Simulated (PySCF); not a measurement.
## Ionisation energy of C⁺ by level of theory

C⁺ [He] 2s2 2p1 (2P) → C²⁺ [He] 2s2 (1S), as a difference of total energies. Calculation: PySCF 2.14, in x2c-TZVPall (5s3p2d1f, 31 functions); the spin-free X2C one-electron Hamiltonian (Gaussian nucleus). Correlated levels: valence: 1s2 frozen. The calculations carry no spin-orbit coupling.

```
           method  ionisation energy (eV)
              UHF                  24.166
            B3LYP                  25.032
              PBE                  24.849
    MP2 (valence)                  24.369
SCS-MP2 (valence)                  24.331
   CCSD (valence)                  24.200
CCSD(T) (valence)                  24.231
```

Errors of the correlated levels include the incompleteness of this basis and the frozen core.

The coupled-cluster amplitudes are large for C²⁺ (T1 above 0.03 or a double amplitude above 0.15), so a single reference is strained.

Problem. Which method comes closest to the reference value, and which is furthest?

Solution. The reference is 24.378 eV (measured; NIST levels, between the centres of gravity of the two terms). Closest: MP2 (valence) (error -0.009 eV); furthest: B3LYP (error 0.654 eV).
